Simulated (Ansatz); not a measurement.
System: sum formula SiN3H6, charge 0, multiplicity 2. It need not be the lowest isomer of its formula. 
Structure (B3LYP-D3(BJ)/def2-TZVP (Ansatz, a quantum-chemistry and plane-wave program) minimum search):
```xyz
10

Si    -0.1049     0.0798     0.3409
N     -0.4900     1.5868    -0.4643
N     -0.9460    -1.2194    -0.4079
N      1.5728    -0.2762     0.2385
H     -0.3743     0.2975     1.7789
H     -0.6190     1.4989    -1.4758
H     -0.8483    -2.1587    -0.0523
H     -1.8675    -1.0729    -0.7897
H      2.2280     0.1814     0.8534
H      1.9920    -0.5012    -0.6512
```
Charge 0, spin multiplicity 2.

Basis-set convergence of Hartree-Fock and CCSD correlation energies (hartree) with Ansatz. Cores are frozen in the correlated levels unless marked. Open shells are spin-unrestricted. No spin-orbit coupling. Non-relativistic.

```json
[
 {"basis": "aug-cc-pV(D+d)Z", "functions": "155", "E(HF)": "-455.85137", "E(corr, CCSD)": "-0.65608"},
 {"basis": "aug-cc-pV(T+d)Z", "functions": "331", "E(HF)": "-455.91209", "E(corr, CCSD)": "-0.77583"},
 {"basis": "aug-cc-pV(Q+d)Z", "functions": "605", "E(HF)": "-455.92571", "E(corr, CCSD)": "-0.81308"}
]
```

Extrapolating the two largest sets (X = 3 and 4) as X^-3: E(corr) = (64·(-0.81308) - 27·(-0.77583))/37 = -0.8403 Eh, an estimate of the basis-set limit. The largest set recovers 96.8 % of it, the smallest 78.1 %.
